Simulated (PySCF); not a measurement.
O₃Se, SMILES [Se+2](=O)([O-])[O-].

Geometry: B3LYP-D3(BJ)/def2-SVP.

Level of theory: TDA-M06-2X/def2-SVPD run with PySCF 2.14.0.

Vertical excitations; the highest root listed may be one member of a degenerate set.  State labels are in the subgroup C2v.

```json
[
 {"state": "S1", "symmetry": "A2", "energy (eV)": "4.36", "λ (nm)": "284", "f": "0.000", "main pairs": "HOMO→LUMO 99 %"},
 {"state": "S2", "symmetry": "B1", "energy (eV)": "4.58", "λ (nm)": "271", "f": "0.000", "main pairs": "HOMO→LUMO+1 96 %"},
 {"state": "S3", "symmetry": "B2", "energy (eV)": "5.03", "λ (nm)": "247", "f": "0.000", "main pairs": "HOMO−2→LUMO+1 (degenerate set)"},
 {"state": "S4", "symmetry": "A2", "energy (eV)": "5.03", "λ (nm)": "247", "f": "0.000", "main pairs": "HOMO−1→LUMO+1 (degenerate set)"},
 {"state": "S5", "symmetry": "A2", "energy (eV)": "5.47", "λ (nm)": "227", "f": "0.000", "main pairs": "HOMO−3→LUMO (degenerate set)"},
 {"state": "S6", "symmetry": "B2", "energy (eV)": "5.47", "λ (nm)": "227", "f": "0.000", "main pairs": "HOMO−4→LUMO (degenerate set)"},
 {"state": "S7", "symmetry": "B1", "energy (eV)": "5.53", "λ (nm)": "224", "f": "0.000", "main pairs": "HOMO−3→LUMO+1, HOMO−1→LUMO (degenerate set)"},
 {"state": "S8", "symmetry": "A1", "energy (eV)": "5.53", "λ (nm)": "224", "f": "0.000", "main pairs": "HOMO−4→LUMO+1, HOMO−2→LUMO (degenerate set)"},
 {"state": "S9", "symmetry": "B1", "energy (eV)": "6.91", "λ (nm)": "180", "f": "0.124", "main pairs": "HOMO−1→LUMO, HOMO−3→LUMO+1, HOMO−7→LUMO+1 (degenerate set)"},
 {"state": "S10", "symmetry": "A1", "energy (eV)": "6.91", "λ (nm)": "180", "f": "0.124", "main pairs": "HOMO−2→LUMO, HOMO−4→LUMO+1, HOMO−6→LUMO+1 (degenerate set)"},
 {"state": "T1", "symmetry": "A2", "energy (eV)": "4.04", "λ (nm)": "307", "f": "0", "main pairs": "HOMO→LUMO 99 %"},
 {"state": "T2", "symmetry": "B1", "energy (eV)": "4.04", "λ (nm)": "307", "f": "0", "main pairs": "HOMO→LUMO+1 93 %"},
 {"state": "T3", "symmetry": "B1", "energy (eV)": "4.28", "λ (nm)": "290", "f": "0", "main pairs": "HOMO−1→LUMO (degenerate set)"},
 {"state": "T4", "symmetry": "A1", "energy (eV)": "4.28", "λ (nm)": "290", "f": "0", "main pairs": "HOMO−2→LUMO (degenerate set)"}
]
```
Triplets are in the Tamm–Dancoff approximation.
